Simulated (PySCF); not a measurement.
Several structures and their simulated spectra, in scrambled order.

A. `C=Cc1cccc(C(=C)C)c1`
B. SMILES CN(C)c1cpccp1
C. `C=C1C=CC=C(C2CC2)C=C1`

Spectrum 1. 1H NMR (500 MHz, computed): δ 8.10 (t, J = 1.5 Hz, 1H), 7.39 (t, J = 8.6 Hz, 1H), 7.26 (dd, J = 8.8, 1.6 Hz, 1H), 7.07 (dd, J = 8.4, 1.5 Hz, 1H), 6.65 (dd, J = 19.0, 12.4 Hz, 1H), 6.26 (d, J = 19.0 Hz, 1H), 5.68 (quint, J = 1.5 Hz, 1H), 5.56 (d, J = 12.4 Hz, 1H), 5.42 (quint, J = 2.0 Hz, 1H), 2.17 (t, J = 1.7 Hz, 3H). 13C{1H} NMR (computed): δ 153.0 (C), 146.6 (C), 144.9 (CH), 140.7 (C), 135.1 (CH), 133.7 (CH), 130.2 (CH), 125.4 (CH), 120.7 (CH2), 119.0 (CH2), 23.7 (CH3).

Spectrum 2. 1H NMR (500 MHz, computed): δ 5.78 (ddd, J = 14.4, 2.9, 1.3 Hz, 1H), 5.67 (dd, J = 14.0, 2.9 Hz, 1H), 5.39 (dt, J = 14.4, 1.3 Hz, 1H), 5.24 (ddd, J = 14.0, 9.9, 1.3 Hz, 1H), 4.51 (dt, J = 9.9, 1.3 Hz, 1H), 4.40 (t, J = 1.3 Hz, 1H), 4.39 (t, J = 1.3 Hz, 1H), 0.84 (m, 2H), 0.67 (tt, J = 9.5, 5.5 Hz, 1H), 0.33 (m, 2H). 13C{1H} NMR (computed): δ 156.9 (C), 153.6 (C), 147.3 (CH), 143.7 (CH), 138.4 (CH), 133.1 (CH), 125.4 (CH), 112.8 (CH2), 19.0 (CH), 14.7 (CH2).

Spectrum 3. 1H NMR (500 MHz, computed): δ 9.25 (m, 1H), 8.58 (m, 1H), 7.88 (m, 1H), 3.16 (s, 6H). 13C{1H} NMR (computed): δ 180.3 (C), 166.9 (CH), 149.7 (CH), 137.7 (CH), 43.1 (CH3).

Calculated, not measured (PySCF 2.14): geometry: PBE0-D3(BJ)/def2-SVP, J couplings at B3LYP/pcJ-1 (spin–dipole term left out of most H,H and C,H couplings), shielding tensors at PBE0/pcSseg-1 (GIAO). No solvent model, fast rotation and ring inversion assumed for equivalent nuclei, one conformer, relativity neglected.

References, each an isolated molecule treated in the same way: 1H, 13C against TMS. Multiplet labels drop J under 1 Hz and among equivalent protons, and merge close values. Unscaled 3J(H,H) run several per cent high. Splittings of carbon signals by F and P are missing where no couplings were computed. Where no couplings were computed, multiplicities follow the n + 1 count of equivalent neighbours, and m marks all less simple cases (inequivalent or close neighbours, rings, F or P nearby). Shifts are as computed. Against solution values, carbons near 30 ppm lie about +2 ppm off and those near 130 ppm about +5 ppm (rms about the fit 1.9 ppm; single classes can miss by 10 ppm). Of 1328 compounds with measured shifts, 309 miss one by over three times the rms of a fit or turn the order of signals round; such compounds aren't used in these exercises. Signals without a measured value on file couldn't be tested in this way; 1H shifts scatter by 0.2 ppm about their fit, and single ones miss by 0.5 ppm.

Task: Match each spectrum to its structure.

Result: 1–A, 2–C, 3–B.

- Spectrum 1 (A): 11 13C signals; δC 153.0 is a fully substituted alkene carbon; δC 144.9 is an alkene CH.
- Spectrum 2 (C): 10 13C signals; δC 156.9 is a fully substituted alkene carbon; δC 153.6 is a fully substituted alkene carbon.
- Spectrum 3 (B): 5 13C signals; δC 43.1 is a methyl carbon bonded to N; δH 3.16 is the hydrogen on a methyl carbon bonded to N.
